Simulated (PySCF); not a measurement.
Functional benchmark on one molecule

Molecule: `Cl[SiH](C)Cl`, CH4Cl2Si.

Structure with atom numbers: `[CH3:1][SiH:2]([Cl:3])[Cl:4]`. Each H is labelled by its parent atom.

Geometry PBE0-D3(BJ)/def2-SVP throughout; GIAO in PySCF 2.14, gas phase, one conformer, non-relativistic; equivalent atoms averaged; basis pcSseg-2.

Reference values (measured; solution; U. Herzog, Habilitationsschrift, TU Bergakademie Freiberg, 2002/2003): δ(Si2) = 10.9 ppm vs TMS. Computed shifts are taken against TMS, calculated as an isolated molecule at each level.

Q: How do the functionals HF, LDA, PBE, BLYP, BP86, OPBE, KT2, KT3, B97-D, B3LYP, PBE0, mPW1PW91, WP04, B97-2, BHandHLYP, CAM-B3LYP, wB97X-D, LC-wPBE perform against the reference? Times are CPU seconds on shared hosts with different chips, so compare them loosely; the GGAs took longer than the global hybrids here, which isn't the general rule, and the cause wasn't traced.

A: 
```tsv
functional	kind	Si2	abs. error Si	core-s
HF	Hartree–Fock	10.9	0.0	9.5
LDA	LDA	31.9	21.0	17
PBE	GGA	25.1	14.2	22
BLYP	GGA	22.7	11.8	22
BP86	GGA	25.0	14.1	21
OPBE	GGA	23.1	12.2	23
KT2	GGA	24.1	13.2	23
KT3	GGA	20.2	9.3	22
B97-D	GGA	20.8	9.9	21
B3LYP	global hybrid	21.7	10.8	16
PBE0	global hybrid	23.2	12.3	16
mPW1PW91	global hybrid	23.0	12.1	16
WP04	global hybrid	18.2	7.3	19
B97-2	global hybrid	21.0	10.1	18
BHandHLYP	global hybrid	18.4	7.5	18
CAM-B3LYP	range-separated hybrid	22.4	11.5	24
wB97X-D	range-separated hybrid	22.3	11.4	24
LC-wPBE	range-separated hybrid	24.2	13.3	27
```

For $^{29}$Si the closest is HF (0.0 ppm) and the furthest LDA (21.0 ppm). One molecule is a small sample, and vibrational and solvent effects are absent from the calculation.
